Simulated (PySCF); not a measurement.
PySCF input file for C3H10OSi2, SMILES C=C([SiH3])C[SiH2]O, PBE0/pcSseg-1. Geometry: PBE0-D3(BJ)/def2-SVP. This is a generated structure with no PubChem entry under its InChIKey; it may be hypothetical. One conformer was computed; it need not be the lowest.

```python
import numpy as np
from pyscf import gto, scf, dft
from pyscf.prop.nmr import rks as nmr

mol = gto.M(
    atom='''
    C    -0.88021499    0.78244438    1.92195378
    C    -0.93359183    0.31634413    0.66294668
    Si   -1.91171967    1.26356372   -0.63514365
    C    -0.20355897   -0.92650642    0.23380942
    Si    1.58342300   -0.46789600   -0.18446794
    O     2.41640141   -1.71467865   -0.91683207
    H    -0.33469845    0.24946057    2.71105129
    H    -1.38461327    1.70671956    2.21841832
    H    -1.04652141    1.61506146   -1.80380100
    H    -3.02823241    0.40950266   -1.14976435
    H    -2.47303901    2.51074830   -0.03578055
    H    -0.66344949   -1.40091773   -0.64927761
    H    -0.19037216   -1.68206135    1.03840401
    H     1.59857930    0.65579964   -1.15868579
    H     2.24484385   -0.05156394    1.09338305
    H     2.64663988   -2.46836031   -0.36698775
    ''',
    basis='pcSseg-1',
    charge=0,
    spin=0,
    max_memory=1600,
    verbose=3,
)
mf = dft.RKS(mol, xc='pbe0').density_fit(auxbasis='def2-universal-jkfit')
mf.grids.level = 3
mf.conv_tol = 1e-10
mf.max_cycle = 100
mf.kernel()
n = nmr.NMR(mf)
n.verbose = 2
n.max_cycle_cphf = 60
sigma = n.kernel()
print('atom   isotropic/ppm   span/ppm')
for i, s in enumerate(sigma):
    w = np.linalg.eigvalsh((s + s.T) / 2)
    print(f'{mol.atom_symbol(i):2s}{i + 1:3d} {w.mean():14.3f} {w[2] - w[0]:11.3f}')
```

It prints:

```
converged SCF energy = -774.03820139868
atom   isotropic/ppm   span/ppm
C   1         45.233     216.540
C   2         41.749     248.859
Si  3        413.384     112.249
C   4        157.356      54.427
Si  5        366.058      94.465
O   6        301.803      30.228
H   7         25.568       8.582
H   8         25.353       7.184
H   9         26.927       7.424
H  10         27.041       7.610
H  11         27.259       7.914
H  12         29.384       7.965
H  13         29.257       8.428
H  14         26.712       7.623
H  15         26.596       7.432
H  16         30.367      20.051
```

The run converged.
